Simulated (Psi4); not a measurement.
acetone (C3H6O), singlet, geometry from GFN2-xTB; R2SCAN/STO-3G (Psi4 1.11).

Here is a job for Psi4.
```
memory 2 GB

molecule {
0 1
O    -0.00202356    0.00502782    1.40163302
C    -0.00028613    0.00071094    0.19819253
C    -0.00598572    1.26596943   -0.62421820
C     0.00777494   -1.27041500   -0.61510003
H     0.00018810    2.13672408    0.02569315
H    -0.00028442   -2.13648476    0.04102096
H    -0.89240581    1.29081337   -1.25420279
H     0.86770223    1.28962202   -1.27163889
H     0.89601009   -1.29976872   -1.24232811
H    -0.86404026   -1.29872071   -1.26485435
}

set {
  basis sto-3g
  scf_type pk
  puream true
  d_convergence 1e-8
  dft_radial_points 99
  dft_spherical_points 590
}

energy('r2scan')
print_variables()
```

Q: What does Psi4 print? Leave out banner, timings and long lists.

A: 
```
   => Loading Basis Set <=

    Name: STO-3G
    Role: ORBITAL
    Keyword: BASIS

         ---------------------------------------------------------
                                   SCF
               by Justin Turney, Rob Parrish, Andy Simmonett
                          and Daniel G. A. Smith
                              RKS Reference
         ---------------------------------------------------------

  ==> Geometry <==

    Molecular point group: c1
    Full point group: C1

    Geometry (in Angstrom), charge = 0, multiplicity = 1:

       Center              X                  Y                   Z               Mass
    ------------   -----------------  -----------------  -----------------  -----------------
         O           -0.001901173262     0.004723731375     1.316861096619    15.994914619570
         C           -0.000163743262     0.000406851375     0.113420606619    12.000000000000
         C           -0.005863333262     1.265665341375    -0.708990123381    12.000000000000
         C            0.007897326738    -1.270719088625    -0.699871953381    12.000000000000
         H            0.000310486738     2.136419991375    -0.059078773381     1.007825032230
         H           -0.000162033262    -2.136788848625    -0.043750963381     1.007825032230
         H           -0.892283423262     1.290509281375    -1.338974713381     1.007825032230
         H            0.867824616738     1.289317931375    -1.356410813381     1.007825032230
         H            0.896132476738    -1.300072808625    -1.327100033381     1.007825032230
         H           -0.863917873262    -1.299024798625    -1.349626273381     1.007825032230

  Running in c1 symmetry.

  Rotational constants: A =      0.33580  B =      0.29224  C =      0.16586 [cm^-1]
  Rotational constants: A =  10067.07746  B =   8761.21919  C =   4972.25485 [MHz]
  Nuclear repulsion =  120.019461791364620

  Charge       = 0
  Multiplicity = 1
  Electrons    = 32
  Nalpha       = 16
  Nbeta        = 16

  ==> Algorithm <==

  SCF Algorithm Type is PK.
  DIIS enabled.
  MOM disabled.
  Fractional occupation disabled.
  Guess Type is SAD.
  Energy threshold   = 1.00e-06
  Density threshold  = 1.00e-08
  Integral threshold = 1.00e-12

  ==> Primary Basis <==

  Basis Set: STO-3G
    Blend: STO-3G
    Number of shells: 18
    Number of basis functions: 26
    Number of Cartesian functions: 26
    Spherical Harmonics?: true
    Max angular momentum: 1

  ==> DFT Potential <==

   => LibXC <=

    Version 7.1.2
    S. Lehtola, C. Steigemann, M. J. T. Oliveira, and M. A. L. Marques,  SoftwareX 7, 1–5 (2018) (10.1016/j.softx.2017.11.002)

   => Composite Functional: R2SCAN <=

    r2SCAN Meta-GGA XC Functional  (0.1021/acs.jpclett.0c02405)
    J. W. Furness, A. D. Kaplan, J. Ning, J. P. Perdew, J. Sun  J. Phys. Chem. Lett.  11, 8208–8215, 2020

    Deriv               =              1
    GGA                 =           TRUE
    Meta                =           TRUE

    Exchange Hybrid     =          FALSE
    MP2 Hybrid          =          FALSE

   => Exchange Functionals <=

    1.0000   XC_MGGA_X_R2SCAN

   => Correlation Functionals <=

    1.0000   XC_MGGA_C_R2SCAN

   => LibXC Density Thresholds  <==

    XC_MGGA_C_R2SCAN:  1.00E-15
    XC_MGGA_X_R2SCAN:  1.00E-11

   => Molecular Quadrature <=

    Radial Scheme          =       TREUTLER
    Pruning Scheme         =           NONE
    Nuclear Scheme         =       TREUTLER

    Blocking Scheme        =         OCTREE
    BS radius alpha        =              1
    Pruning alpha          =              1
    Radial Points          =             99
    Spherical Points       =            590
    Total Points           =         546319
    Total Blocks           =           3857
    Max Points             =            256
    Max Functions          =             26
    Weights Tolerance      =       1.00E-15

  ==> Integral Setup <==

  Using in-core PK algorithm.
   Calculation information:
      Number of atoms:                  10
      Number of AO shells:              18
      Number of primitives:             54
      Number of atomic orbitals:        26
      Number of basis functions:        26

      Integral cutoff                 1.00e-12
      Number of threads:                 1

  Performing in-core PK
  Using 123552 doubles for integral storage.
  We computed 14191 shell quartets total.
  Whereas there are 14706 unique shell quartets.

  ==> DiskJK: Disk-Based J/K Matrices <==

    J tasked:                  Yes
    K tasked:                   No
    wK tasked:                  No
    Schwarz Cutoff:          1E-12

  Minimum eigenvalue in the overlap matrix is 2.0836389285E-01.
  Reciprocal condition number of the overlap matrix is 8.5360974735E-02.
    Using symmetric orthogonalization.

  ==> Pre-Iterations <==

  SCF Guess: Superposition of Atomic Densities via on-the-fly atomic UHF (no occupation information).

   -------------------------
    Irrep   Nso     Nmo
   -------------------------
     A         26      26
   -------------------------
    Total      26      26
   -------------------------

  ==> Iterations <==

                        Total Energy        Delta E     RMS |[F,P]|

   @RKS iter SAD:  -188.72512374590403   -1.88725e+02   0.00000e+00
   @RKS iter   1:  -190.52506603271081   -1.79994e+00   1.21683e-02 ADIIS/DIIS
   @RKS iter   2:  -190.21088789033232    3.14178e-01   3.16732e-02 ADIIS/DIIS
   @RKS iter   3:  -190.58117827531271   -3.70290e-01   3.19028e-03 ADIIS/DIIS
   @RKS iter   4:  -190.58490108442348   -3.72281e-03   2.85447e-04 ADIIS/DIIS
   @RKS iter   5:  -190.58493394836728   -3.28639e-05   7.12631e-05 DIIS
   @RKS iter   6:  -190.58493607327810   -2.12491e-06   9.86141e-06 DIIS
   @RKS iter   7:  -190.58493613396780   -6.06897e-08   9.28025e-07 DIIS
   @RKS iter   8:  -190.58493613429187   -3.24064e-10   1.19071e-07 DIIS
   @RKS iter   9:  -190.58493613429727   -5.40012e-12   1.04598e-08 DIIS
   @RKS iter  10:  -190.58493613429738   -1.13687e-13   1.50957e-10 DIIS
  Energy and wave function converged.

  ==> Post-Iterations <==

   Electrons on quadrature grid:
      Ntotal   =   31.9999990766 ; deviation = -9.234e-07

    Orbital Energies [Eh]
    ---------------------

    Doubly Occupied:

       1A    -18.696820     2A     -9.935183     3A     -9.860664
       4A     -9.860601     5A     -0.960332     6A     -0.693818
       7A     -0.637786     8A     -0.449711     9A     -0.389839
      10A     -0.376975    11A     -0.364342    12A     -0.335024
      13A     -0.302468    14A     -0.271505    15A     -0.246306
      16A     -0.098079

    Virtual:

      17A      0.064292    18A      0.364800    19A      0.396249
      20A      0.414958    21A      0.429718    22A      0.443943
      23A      0.448775    24A      0.465976    25A      0.526117
      26A      0.700447

    Final Occupation by Irrep:
              A
    DOCC [    16 ]
    NA   [    16 ]
    NB   [    16 ]

  @RKS Final Energy:  -190.58493613429738

   => Energetics <=

    Nuclear Repulsion Energy =            120.0194617913646198
    One-Electron Energy =                -496.5602126675687487
    Two-Electron Energy =                 213.0415733439061796
    DFT Exchange-Correlation Energy =     -27.0857586019994230
    Empirical Dispersion Energy =           0.0000000000000000
    VV10 Nonlocal Energy =                  0.0000000000000000
    Total Energy =                       -190.5849361342973793

Computation Completed

Properties will be evaluated at   0.000000,   0.000000,   0.000000 [a0]

Properties computed using the SCF density matrix

 Multipole Moments:

 ------------------------------------------------------------------------------------
     Multipole            Electronic (a.u.)      Nuclear  (a.u.)        Total (a.u.)
 ------------------------------------------------------------------------------------

 L = 1.  Multiply by 2.5417464519 to convert [e a0] to [Debye]
 Dipole X            :         -0.0063908            0.0074009            0.0010100
 Dipole Y            :          0.0158790           -0.0183885           -0.0025095
 Dipole Z            :          4.4266680           -5.1262631           -0.6995951
 Magnitude           :                                                    0.6996004

 ------------------------------------------------------------------------------------

  Variable Map:
  ----------------------------------------------------------------------------
  "CURRENT ENERGY"              =>    -190.584936134297
  "CURRENT REFERENCE ENERGY"    =>    -190.584936134297
  "DD SOLVATION ENERGY"         =>       0.000000000000
  "DFT FUNCTIONAL TOTAL ENERGY" =>    -190.584936134297
  "DFT TOTAL ENERGY"            =>    -190.584936134297
  "DFT VV10 ENERGY"             =>       0.000000000000
  "DFT XC ENERGY"               =>     -27.085758601999
  "GRID ELECTRONS ALPHA"        =>      15.999999538287
  "GRID ELECTRONS BETA"         =>      15.999999538287
  "GRID ELECTRONS TOTAL"        =>      31.999999076575
  "NUCLEAR REPULSION ENERGY"    =>     120.019461791365
  "ONE-ELECTRON ENERGY"         =>    -496.560212667569
  "PCM POLARIZATION ENERGY"     =>       0.000000000000
  "PE ENERGY"                   =>       0.000000000000
  "SCF ITERATION ENERGY"        =>    -190.584936134297
  "SCF ITERATIONS"              =>      10.000000000000
  "SCF TOTAL ENERGY"            =>    -190.584936134297
  "TWO-ELECTRON ENERGY"         =>     213.041573343906
  "XC GRID RADIAL POINTS"       =>      99.000000000000
  "XC GRID SPHERICAL POINTS"    =>     590.000000000000
  "XC GRID TOTAL POINTS"        =>  546319.000000000000

  Array Variable Map:
  ----------------------------------------------------------------------------
  "CURRENT DIPOLE"              =>       0.001010017385 ... -0.699595131760 1 by 3
  "SCF DIPOLE"                  =>       0.001010017385 ... -0.699595131760 1 by 3
  "SCF TOTAL ENERGIES"          =>    -188.725123745904 ... -190.584936134297 1 by 11
```
